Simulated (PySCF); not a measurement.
Predicted spectroscopic data

[PySCF: geometry: GFN2-xTB; GIAO PBE0/pcSseg-1 shieldings; averaged over atoms made equivalent by symmetry, fast rotation or ring inversion; one conformer; no solvent model; relativity neglected]

Referencing at the same level of theory: ¹H (σ = 31.72 ppm) and ¹³C (σ = 186.93 ppm) against TMS. Where no couplings were computed, multiplicities follow the n + 1 count of equivalent neighbours, and m marks all less simple cases (inequivalent or close neighbours, rings, F or P nearby). Shifts are as computed. Against solution values, carbons near 30 ppm lie about +3 ppm off and those near 130 ppm about +5 ppm; carbons on Cl a further +6 ppm. Of 1211 compounds with measured shifts, 218 miss one by over three times the rms of a fit or turn the order of signals round; such compounds aren't used in these exercises. Carbons bonded to Cl come out too deshielded.

Compound 1 (C7H7ClO2). ¹H NMR (500 MHz, computed): δ 6.38 (s, 1H), 2.52 (s, 3H), 2.51 (s, 3H). ¹³C{¹H} NMR (computed): δ 165.9 (C), 162.9 (C), 148.6 (C), 146.7 (C), 121.0 (CH), 17.0 (CH3), 15.5 (CH3). Structure: `Cc1cc(C)c(C(=O)Cl)o1`.

Compound 2 (C7H7ClO2). ¹H NMR (500 MHz, computed): δ 7.46 (s, 1H), 2.64 (s, 3H), 2.17 (s, 3H). ¹³C{¹H} NMR (computed): δ 165.3, 151.4, 147.2, 146.4, 132.9, 11.3, 10.5. Structure: `Cc1coc(C(=O)Cl)c1C`.
